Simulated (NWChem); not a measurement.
System: thiourea (CH₄N₂S); SMILES NC(=S)N

Parts of the log:

```
             Northwest Computational Chemistry Package (NWChem) 7.3.0
             --------------------------------------------------------

 C2  symmetry detected

                             Geometry "geometry" -> ""
                             -------------------------

 Output coordinates in angstroms (scale by  1.889725989 to convert to a.u.)

  No.       Tag          Charge          X              Y              Z
 ---- ---------------- ---------- -------------- -------------- --------------
    1 N                    7.0000    -0.03657800     1.14902954    -1.05663740
    2 C                    6.0000     0.00000000     0.00000000    -0.31548740
    3 N                    7.0000     0.03657800    -1.14902954    -1.05663740
    4 S                   16.0000     0.00000000     0.00000000     1.35895360
    5 H                    1.0000     0.34583011     1.14506901    -1.99489940
    6 H                    1.0000     0.09381737     2.00356181    -0.53380540
    7 H                    1.0000    -0.34583011    -1.14506901    -1.99489940
    8 H                    1.0000    -0.09381737    -2.00356181    -0.53380540

 Effective nuclear repulsion energy (a.u.)     156.7492534933

      Symmetry information
      --------------------

 Group name             C2
 Group number              4
 Group order               2
 No. of unique centers     5

  pbe96 is a nonlocal functional; adding pw91lda local functional.

                                 NWChem DFT Module
                                 -----------------

 Summary of "ao basis" -> "ao basis" (spherical)
 ------------------------------------------------------------------------------
       Tag                 Description            Shells   Functions and Types
 ---------------- ------------------------------  ------  ---------------------
 N                          def2-svp                 6       14   3s2p1d
 C                          def2-svp                 6       14   3s2p1d
 S                          def2-svp                 8       18   4s3p1d
 H                          def2-svp                 3        5   2s1p

      Symmetry analysis of basis
      --------------------------

        a          42
        b          38

            General Information
            -------------------
          SCF calculation type: DFT
          Wavefunction type:  closed shell.
          No. of atoms     :     8
          No. of electrons :    40
           Alpha electrons :    20
            Beta electrons :    20
          Charge           :     0
          Spin multiplicity:     1
          Use of symmetry is: on ; symmetry adaption is: on
          Maximum number of iterations: 150
          AO basis - number of functions:    80
                     number of shells:    38
          Convergence on energy requested:  1.00D-06
          Convergence on density requested:  1.00D-05
          Convergence on gradient requested:  5.00D-04

              XC Information
              --------------
                     Hartree-Fock (Exact) Exchange  1.000
                     LC-wPBE(h)Exchange Functional  1.000
            Perdew 1991 LDA Correlation Functional  1.000 local
           PerdewBurkeErnz. Correlation Functional  1.000 non-local

           Range-Separation Parameters
           ---------------------------
           Alpha           :  0.00
           Beta            :  1.00
           Gamma           :  0.35
           Short-Range HF  :     F

             Grid Information
             ----------------
          Grid used for XC integration:  medium
          Radial quadrature: Mura-Knowles
          Angular quadrature: Lebedev.
          Tag              B.-S. Rad. Rad. Pts. Rad. Cut. Ang. Pts.
          ---              ---------- --------- --------- ---------
          N                   0.65       49           9.0       434
          C                   0.70       49           7.0       434
          S                   1.00       88          10.0       590
          H                   0.35       45          11.0       434
          Grid pruning is: on
          Number of quadrature shells:   276
          Spatial weights used:  Erf1

      Superposition of Atomic Density Guess
      -------------------------------------

 Sum of atomic energies:        -545.45760819

      Non-variational initial energy
      ------------------------------

 Total energy =    -547.549917
 1-e energy   =   -1060.355647
 2-e energy   =     356.056476
 HOMO         =      -0.288363
 LUMO         =       0.038997

      Symmetry analysis of molecular orbitals - initial
      -------------------------------------------------

  Numbering of irreducible representations:

     1 a           2 b

  Orbital symmetries:

     1 a           2 a           3 b           4 a           5 a
     6 a           7 b           8 b           9 a          10 b
    11 a          12 a          13 a          14 b          15 b
    16 b          17 a          18 a          19 b          20 b
    21 b          22 a          23 a          24 b          25 b
    26 a          27 b          28 a          29 a          30 a

[...]
```

Level: LC-wPBE (HJS exchange hole, range parameter 0.35 per bohr)/def2-SVP, vertical spin-unrestricted ions. Geometry: optimised at B3LYP/6-31G* (spherical d).

Problem. Write an input that gives this output.

Solution. This is not unique; one that fits is the input that was run:
```
start job
memory heap 200 mb stack 900 mb global 1100 mb
geometry units angstroms noautoz
  N     -0.060964     1.147994    -1.048644
  C      0.000000     0.000000    -0.307494
  N      0.060964    -1.147994    -1.048644
  S      0.000000     0.000000     1.366947
  H      0.321442     1.152153    -1.986906
  H      0.051260     2.005102    -0.525812
  H     -0.321442    -1.152153    -1.986906
  H     -0.051260    -2.005102    -0.525812
end
basis spherical
  * library def2-svp
end
dft
  xc xwpbe 1.00 cpbe96 1.0 hfexch 1.00
  cam 0.35 cam_alpha 0.0 cam_beta 1.0
  iterations 150
  vectors input atomic output neutral.movecs
end
task dft energy
charge 1
dft
  odft
  mult 2
  vectors input atomic output cation.movecs
end
task dft energy
```
